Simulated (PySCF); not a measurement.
Computed spin Hamiltonian

C7H9O (doublet state).
Z-matrix (Å and degrees, GFN2-xTB geometry), rows numbered from 1:
```
C 
C   1  1.4966
C   2  1.5539  1  127.87
C   3  1.5463  2   75.67  1   179.79
C   4  1.5464  3   86.41  2    43.60
C   4  1.4962  3   85.43  2   -42.06
C   6  1.3957  2  140.36  1     0.12
O   7  1.2332  6  125.30  2   179.62
H   1  1.0881  2  110.24  3   178.26
H   1  1.0882  2  110.29  3    58.15
H   1  1.0882  2  110.09  3   -61.80
H   3  1.0866  2  116.80  1    66.56
H   3  1.0887  2  115.79  1   -67.97
H   4  1.0797  3  128.02  2  -179.07
H   5  1.0889  2  115.90  1    67.72
H   5  1.0868  2  116.83  1   -66.96
H   7  1.1078  6  114.23  2    -0.42
```

The hyperfine couplings belong to this conformer and change with its torsions.

The species is `C[C@]12C[C@H](C1)[C]2C=O` [radical].

Level of theory: UKS B3LYP, pcH-1 on C H O, non-relativistic, mean-field spin-orbit, GIAO in PySCF. The structure is a single GFN2-xTB conformer in the gas phase; no vibrational or solvent corrections. The geometry wasn't refined by DFT: couplings that depend on bond lengths, twists or pyramidal angles can differ widely from those at the functional's own minimum. No stability test was run, so a lower SCF solution isn't excluded.

```
g1, g2, g3                      : 2.00193, 2.00466, 2.00929
g_iso                           : 2.00530
Form of g                       : rhombic: the two nearest values differ by 37 % of g3 − g1
⟨S²⟩                            : 0.7630 (exact 0.7500)
HOMO–LUMO gap, α and β orbitals : 6.88, 3.74 eV
Total energy                    : -347.26986 Eh
```

Hyperfine couplings atom by atom, in MHz; T1 to T3 are the principal values of the dipolar part; ρ(0) is the spin density at the nucleus:

| atom | isotope | a_iso | T1 | T2 | T3 | Mulliken spin population | ρ(0) (bohr⁻³) |
| --- | --- | --- | --- | --- | --- | --- | --- |
| C1 | 13C | -0.5 | -0.5 | -0.5 | 0.9 | 0.00 | -0.0004 |
| C2 | 13C | -15.8 | -3.1 | 0.3 | 2.8 | -0.03 | -0.0141 |
| C3 | 13C | 80.9 | -4.1 | -3.5 | 7.6 | 0.03 | 0.0720 |
| C4 | 13C | -14.7 | -2.7 | 0.2 | 2.5 | -0.04 | -0.0131 |
| C5 | 13C | 80.8 | -4.1 | -3.5 | 7.6 | 0.03 | 0.0719 |
| C6 | 13C | 58.8 | -53.5 | -51.7 | 105.2 | 0.68 | 0.0523 |
| C7 | 13C | -35.7 | -6.4 | -0.7 | 7.1 | -0.09 | -0.0318 |
| O8 | 17O | -27.0 | -122.5 | 61.1 | 61.4 | 0.39 | 0.0445 |
| H9 | 1H | -0.6 | -1.7 | -1.7 | 3.4 | 0.00 | -0.0001 |
| H10 | 1H | -1.9 | -1.1 | -1.1 | 2.2 | 0.00 | -0.0004 |
| H11 | 1H | -0.7 | -1.8 | -1.7 | 3.5 | 0.00 | -0.0001 |
| H12 | 1H | -2.8 | -5.2 | -2.2 | 7.4 | 0.00 | -0.0006 |
| H13 | 1H | 32.0 | -2.9 | -1.7 | 4.5 | 0.01 | 0.0072 |
| H14 | 1H | -0.7 | -2.7 | -2.5 | 5.2 | 0.00 | -0.0002 |
| H15 | 1H | 32.2 | -2.9 | -1.7 | 4.5 | 0.01 | 0.0072 |
| H16 | 1H | -2.8 | -5.2 | -2.2 | 7.4 | 0.00 | -0.0006 |
| H17 | 1H | -4.5 | -5.3 | -2.5 | 7.8 | 0.00 | -0.0010 |

Largest spin populations (Mulliken): C6 (+0.68), O8 (+0.39) and C7 (-0.09). The angles at C6 add up to 360.0°, so it is planar.

Axes: g2 points within 2° of the C4–C6 bond and g3 points within 6° of the C7–O8 bond.

Under fast tumbling the dipolar parts average out, and these isotropic splittings remain: 2 × 1H (H13/H15, I = 1/2, 3 lines) with 1.14 mT, 1 × 1H (H17, I = 1/2, 2 lines) with 0.16 mT, 2 × 1H (H12/H16, I = 1/2, 3 lines) with 0.10 mT and 3 × 1H (H9/H10/H11, I = 1/2, 4 lines) with 0.04 mT.

Nuclei that the bonding pattern makes equivalent are averaged, as if the motion that swaps them (rotation, inversion, ring flip) were fast.

The 13C coupling of C3/C5 (mean 80.9 MHz) shows only in satellite lines or after enrichment, since that isotope makes up about 1.07 % of natural carbon.

The 17O coupling of O8 (-27.0 MHz) shows only in satellite lines or after enrichment, since that isotope makes up about 0.038 % of natural oxygen.

The spin density at the nucleus, in bohr⁻³, is negative for C7 (-0.0318), C2 (-0.0141) and C4 (-0.0131), for instance. A restricted open-shell determinant has no negative spin density anywhere; here it arises because α and β orbitals differ (spin polarisation).

Hardware: an Arm Neoverse N1 with one thread, no GPU, shared host with 64 logical CPUs at a one-minute load of 44. Cost: 2.2 min wall (grids of density and orbitals included), 1.1 GiB resident at most.
